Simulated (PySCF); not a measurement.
Ligand exchange on a metal centre used in film growth or etching (Mo F-NH2). Gas-phase values, no solvent. One relaxed conformer stands for each flexible species; it need not be the lowest.

The LUMO from two functionals at the same geometries (BP86-D3(BJ)/def2-SVP), both in PySCF: PBE-D3(BJ)/def2-TZVP and B3LYP-D3(BJ)/def2-TZVP. B3LYP has the VWN-RPA correlation part, as in Gaussian. 

```tsv
species	PBE-D3(BJ)/def2-TZVP (eV)	B3LYP-D3(BJ)/def2-TZVP (eV)
0 of 6 F replaced by NH2	-6.35	-6.24
3 of 6 F replaced by NH2	-3.74	-3.40
4 of 6 F replaced by NH2	-3.43	-3.05
5 of 6 F replaced by NH2 ([Mo(F)(NH2)5])	-2.96	-2.56
```

Over these rows, drawn at random from the members with no instability flagged (it was tested for open shells, ions and some series alone), PBE minus B3LYP-D3(BJ): mean -0.31 eV, from -0.40 eV to -0.11 eV.
